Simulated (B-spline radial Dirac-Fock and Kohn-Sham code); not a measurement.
## How the binding energies of Gd⁺ add up

System: the Gd⁺ ion in the configuration [Xe] 4f8 6s1 (not the ground configuration); nuclear rms radius 5.1569 fm (A = 158).

Method: Dirac-Fock (average of configuration) total-energy differences with a finite nucleus, the Breit interaction including its frequency dependence, and self-energy and vacuum-polarisation corrections. Computed with a radial B-spline solver. Electron correlation is not included. Energies are counted from the vacuum level. Subshells whose hole state is unreliable or did not converge are left out.

All terms are in eV, carry their sign (relaxation lowers the binding energy) and add up to the binding energy; ⟨r⟩ is the mean radius of the orbital in the initial state.

```csv
subshell,−ε (Koopmans),relaxation,Gaunt,retardation,QED,binding energy,⟨r⟩ (bohr)
K (1s),50542.4,-79.29,-155.66,13.53,-73.54,50247.4,0.022
L1 (2s),8462.5,-46.19,-15.92,1.06,-10.02,8391.4,0.093
L2 (2p1/2),8015.5,-50.19,-27.78,3.07,0.37,7941.0,0.078
L3 (2p3/2),7317.7,-48.08,-19.61,3.90,-0.72,7253.1,0.084
M1 (3s),1925.3,-25.31,-2.65,0.14,-2.22,1895.3,0.243
M2 (3p1/2),1731.4,-26.04,-4.83,0.48,0.05,1701.1,0.233
M3 (3p3/2),1585.4,-25.06,-3.20,0.68,-0.17,1557.6,0.246
M4 (3d3/2),1255.2,-27.14,-1.87,0.14,0.19,1226.5,0.218
M5 (3d5/2),1223.7,-26.77,-1.18,0.15,0.10,1196.1,0.222
N1 (4s),410.2,-10.84,-0.52,0.03,-0.51,398.3,0.554
N2 (4p1/2),332.9,-10.49,-0.95,0.10,0.02,321.6,0.567
N3 (4p3/2),300.3,-9.78,-0.58,0.14,-0.03,290.0,0.595
N4 (4d3/2),171.9,-9.04,-0.22,0.02,0.04,162.7,0.635
N5 (4d5/2),165.9,-8.79,-0.08,0.02,0.03,157.1,0.645
"N6,7 (4f)",18.30,-5.94,0.12,-0.02,0.02,12.48,0.893
O2 (5p1/2),39.52,-1.60,-0.10,0.01,0.01,37.83,1.549
O3 (5p3/2),35.17,-1.39,-0.05,0.02,0.00,33.74,1.645
P1 (6s),10.55,-0.03,-0.01,0.00,-0.01,10.51,4.037
```

For the deepest level, K (1s), the Breit terms make up -0.283 % of the binding energy, QED -0.146 % and orbital relaxation -0.158 %.
